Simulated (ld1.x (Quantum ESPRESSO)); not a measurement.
## Tl (Z = 81): excitation energies, all-electron against TM

```json
{"Element": "thallium (Tl)", "Generator": "ld1.x (Quantum ESPRESSO) 7.5", "Type": "norm-conserving Troullier–Martins (Kleinman–Bylander form)", "Functional": "PBE", "Relativity": "scalar-relativistic", "Frozen core": "[Xe] 4f14", "Valence charge": "13", "Reference configuration": "5d10 6s1 6p0 (charge +2)", "Partial waves": "6p (bound, empty): rc 2.05 bohr; 5d (bound): rc 1.30 bohr; 6s (bound): rc 1.75 bohr", "Local potential": "the s channel", "Core correction": "none"}
```

Energies are relative to the spin-unpolarised reference configuration 5d10 6s1 6p0; without spin polarisation the order of configurations can differ from experiment.

```csv
valence configuration,charge,ΔE all-electron (eV),error AE − PS (meV)
5d10 6s2 6p1,0,-25.947,+40
5d10 6s0 6p0,+3,30.140,+11
5d9 6s2 6p1,+1,-4.708,-99
5d10 6s1 6p1,+1,-12.502,+14
5d10 6s1 6p2,0,-18.544,+31
5d10 6s0 6p3,0,-10.736,+26
```

Problem. What are ΔE and the potential's error for 5d10 6s2 6p0?

Solution. ΔE = -20.780 eV all-electron; the error (AE − PS) is +21 meV.

Levels in the configuration 5d10 6s1 6p1:

```json
{"level": "5d", "all-electron (eV)": "-24.565", "pseudo (eV)": "-24.607"}
{"level": "6s", "all-electron (eV)": "-17.557", "pseudo (eV)": "-17.575"}
{"level": "6p", "all-electron (eV)": "-9.114", "pseudo (eV)": "-9.128"}
```
